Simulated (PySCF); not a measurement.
**Dipole response of Te⁺ (tellurium, charge +1)**

[Kr] 4d10 5s1 5p3 5d1, high-spin 6D determinant (an excited configuration). Calculation: PySCF 2.14, in x2c-QZVPPall with one added diffuse shell each of s, p, d, f type (14s10p8d5f1g, 128 functions); scalar relativity by spin-free X2C-1e. Coupled (time-dependent) response in atomic units; α is the mean over directions.

```
method  mean α (bohr³)         α xx, yy, zz  C₆ (like pair)  S(−4)
  PBE0           83.99  109.5, 109.5, 32.99           699.9  12160
```

S(−4) is the Cauchy moment in α(ω) = α(0) + S(−4) ω² + …

Spin-orbit coupling is absent.

α(iu) at PBE0:

```
u (hartree)  α(iu) (bohr³)
          0          83.99
     0.0500          64.67
      0.100          45.77
      0.200          28.79
      0.300          20.51
      0.500          12.16
      0.750          7.463
       1.00          5.147
       1.50          3.027
       2.00          2.082
       3.00          1.217
       5.00         0.5845
```

A single London oscillator, α(iu) = α/(1 + u²/ω²), gives C₆ = (3/4) ω α². Matching the computed C₆ needs ω = 4 × 699.9 / (3 × 83.99²) = 0.132 hartree.

For an ion, C₆ is the dispersion term alone; charge-induced terms of lower order in 1/R come first.

The components differ because the open shell of this determinant is not spherical; for a pure term their mean is the scalar polarisability.

The outer electron is Rydberg-like, and this basis confines it to a smaller radius and binds it less than a complete one would.
